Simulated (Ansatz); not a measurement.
Species: sum formula SiN$_{3}$H$_{6}$, net charge 0, doublet state. It need not be the lowest isomer of its formula. SMILES: N[Si](N)N
Geometry from a B3LYP-D3(BJ)/def2-TZVP (Ansatz, a program for electronic structure) optimisation:
```xyz
10

N      0.4682     1.3125    -0.8422
Si    -0.0709     0.1886     0.3602
N      1.1467    -1.0327     0.5191
N     -1.5038    -0.5755    -0.2418
H      0.9933     2.1327    -0.5825
H     -0.1408     1.4960    -1.6262
H      1.2697    -1.5280     1.3884
H      2.0280    -0.8874     0.0483
H     -2.4153    -0.1996    -0.0321
H     -1.5206    -1.5840    -0.2852
```
Charge 0, spin multiplicity 2.

Property: atomisation energy (electronic, to ground-state atoms), in kJ/mol. Correlated levels leave the core frozen unless marked. Open shells are spin-unrestricted. No spin-orbit coupling. No relativistic terms. The coupled-cluster limit lacks core correlation, which all-electron functionals hold. Basis-set limits of correlation are two-point, X^-3; Hartree-Fock from the larger set.

```tsv
level	program	atomisation energy (kJ/mol)
PBE-D4/def2-TZVPD	Ansatz + dftd4	3498.5
revPBE-D3(BJ)/def2-TZVPD	Ansatz + dftd3	3397.3
PBE0/STO-3G	Ansatz	3542.2
HSE06-D3(BJ)/def2-TZVPD	Ansatz + dftd3	___
CCSD(T)/CBS(aug-cc-pV(T+d)Z,aug-cc-pV(Q+d)Z)	Ansatz	___
```

Question: Complete the blanks.

Answer: 
- HSE06-D3(BJ)/def2-TZVPD, atomisation energy (kJ/mol): 3409.2
- CCSD(T)/CBS(aug-cc-pV(T+d)Z,aug-cc-pV(Q+d)Z), atomisation energy (kJ/mol): 3421.5
